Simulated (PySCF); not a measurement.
**Radial density of P⁺ (phosphorus, charge +1)**

UHF, [Ne] 3s2 3p2, high-spin 3P determinant. All numbers are calculated (PySCF 2.14, the spin-free X2C one-electron Hamiltonian (Gaussian nucleus), in aug-cc-pVTZ-DK).

```csv
r (bohr),4πr²ρ (e/bohr),4πr²(ρα − ρβ)
0.00136,0.06001,0.0000
0.00229,0.1572,0.0000
0.00386,0.4077,0.0000
0.00649,1.032,0.0000
0.0109,2.491,0.0001
0.0184,5.528,0.0002
0.0309,10.62,0.0011
0.0519,15.98,0.0057
0.0873,16.37,0.0270
0.147,11.49,0.0951
0.247,12.84,0.1954
0.416,15.71,0.1360
0.699,6.745,0.0053
1.18,2.186,0.6284
1.98,2.081,1.0350
3.33,0.4061,0.2620
5.60,0.01005,0.0085
9.41,1.525e-05,0.0000
```

Densities and radii are taken from the X2C orbitals without a picture-change correction, which distorts them close to the nucleus.
